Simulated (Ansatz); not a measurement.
Os(O)4 anion (O₄Os), SMILES [Os](=[O])(=[O])(=[O])=[O] (connectivity only; charge and spin as stated), charge -1, multiplicity 2.

The structure is a stationary point at B3LYP-D3(BJ)/def2-SVPD. The spin state was assumed, not searched. The isomer is the one that the SMILES or the coordinates give; other isomers of the formula were not compared. The def2 effective core potentials stand for the cores of Os; spin–orbit coupling is left out.

Two levels are set side by side: PBE/def2-SVPD (Ansatz, a quantum-chemistry and plane-wave program) and PBE0/def2-SVPD (Ansatz). Energy differences of separate SCF runs at the same geometry; the states with an electron removed or added have multiplicity 1. Differences are taken from unrounded values.

| quantity | PBE0 |
|---|---|
| vertical ionisation energy (eV) | 3.10 |

### Question
What does PBE give, and how far is it from PBE0? (Estimate from the structure and the level; the computed values follow.)

### Answer

```tsv
quantity	PBE	PBE minus PBE0
vertical ionisation energy (eV)	2.38	-0.72
```
